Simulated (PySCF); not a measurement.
BiH7OSi2. Atoms are numbered in the order given.

```xyz
11

Bi    -0.2513     0.4966     0.0000
O      1.7873     1.0777     0.0000
H      2.3421     0.2874     0.0000
Si     0.1103    -1.4096     1.8541
H      0.2209    -0.7959     3.2131
H     -1.0323    -2.3771     1.8534
H      1.3749    -2.1548     1.5616
Si     0.1103    -1.4096    -1.8541
H      0.2209    -0.7959    -3.2131
H      1.3749    -2.1548    -1.5616
H     -1.0323    -2.3771    -1.8534
```
Charge 0, spin multiplicity 1.

Geometry optimised at PBE0-D3(BJ)/def2-SVP. The structure was generated by enumeration; whether it is a known compound was not checked. The def2 effective core potentials stand for the cores of Bi; spin–orbit coupling is left out. The values are those of a single conformer.

Method: TDA-PBE/def2-SVPD run with PySCF.

Vertical excitations.  State labels are in the subgroup Cs.

```
state  symmetry  energy (eV)  λ (nm)      f                                                                 main pairs
-----  --------  -----------  ------  -----  -------------------------------------------------------------------------
S1           A"         3.85     322  0.000                                                             HOMO→LUMO 99 %
S2           A'         4.21     295  0.000                                                           HOMO−1→LUMO 99 %
S3           A"         4.83     257  0.036                                       HOMO→LUMO+1 84 %, HOMO−1→LUMO+2 14 %
S4           A'         4.92     252  0.000                                       HOMO→LUMO+2 75 %, HOMO−1→LUMO+1 21 %
S5           A"         5.23     237  0.001                                                           HOMO−2→LUMO 90 %
S6           A'         5.40     229  0.132                                       HOMO−1→LUMO+1 66 %, HOMO→LUMO+2 12 %
S7           A"         5.53     224  0.061                     HOMO−1→LUMO+2 38 %, HOMO→LUMO+3 29 %, HOMO→LUMO+4 17 %
S8           A"         5.61     221  0.005                                         HOMO→LUMO+3 58 %, HOMO→LUMO+4 35 %
S9           A"         5.77     215  0.130  HOMO→LUMO+4 45 %, HOMO−2→LUMO+1 20 %, HOMO−1→LUMO+2 15 %, HOMO→LUMO+3 9 %
S10          A'         5.86     211  0.022                   HOMO−1→LUMO+3 44 %, HOMO−3→LUMO 33 %, HOMO−2→LUMO+2 11 %
T1           A"         3.42     362      0                                                            HOMO→LUMO 100 %
T2           A'         3.70     336      0                                                           HOMO−1→LUMO 99 %
T3           A'         4.40     282      0                                       HOMO→LUMO+2 80 %, HOMO−1→LUMO+1 17 %
T4           A"         4.43     280      0                                       HOMO→LUMO+1 75 %, HOMO−1→LUMO+2 22 %
```
Triplets are in the Tamm–Dancoff approximation.
